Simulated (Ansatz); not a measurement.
CH5AlO2Si (`O=[CH][Al]([OH])[SiH3]`). Total charge 0; spin multiplicity 1.

```xyz
10

O     0.796   -2.309    0.568
C     1.521   -1.369    0.320
Al    0.547    0.355   -0.101
O     1.365    1.788   -0.489
Si   -1.894    0.307   -0.038
H     2.628   -1.541    0.347
H     2.312    1.905   -0.540
H    -2.479    1.639   -0.355
H    -2.423   -0.677   -1.023
H    -2.374   -0.099    1.312
```

**Question.** List the harmonic frequencies (cm⁻¹, unscaled) at PBE0-D4/def2-TZVP in Ansatz. (Best estimate.)

**Answer.** Ansatz gave: 34, 60, 64, 155, 168, 272, 360, 368, 445, 468, 550, 662, 773, 843, 875, 934, 939, 1378, 1728, 2206, 2215, 2220, 2781, 3961.

**Question.** Is this a minimum?

**Answer.** Yes, all 24 modes are real.

**Question.** Give the ideal-gas thermochemistry at 298.15 K and 1 bar (rigid rotor, harmonic oscillator; point group Cs, symmetry number 1).

**Answer.** Zero-point energy 146.3 kJ/mol; H(298) − E = 172.1 kJ/mol; entropy 394.9 J/(mol·K), of which translation 166.8, rotation 117.2, vibration 110.9; G(298) − E = 54.3 kJ/mol. Modes under 100 cm⁻¹ are hindered rotations or soft bends, so the harmonic entropy is rough.

**Question.** And at 400, 500, 600, 800 and 1000 K?

**Answer.** 
```
T (K)  H − E (kJ/mol)  S (J/mol/K)  G − E (kJ/mol)
  400           185.8        434.5            12.0
  500           200.8        467.9           -33.1
  600           217.0        497.3           -81.4
  800           251.9        547.5          -186.1
 1000           289.5        589.4          -299.9
```

**Question.** Rotational constants (cm⁻¹)?

**Answer.** 0.09996, 0.07412, 0.0432.
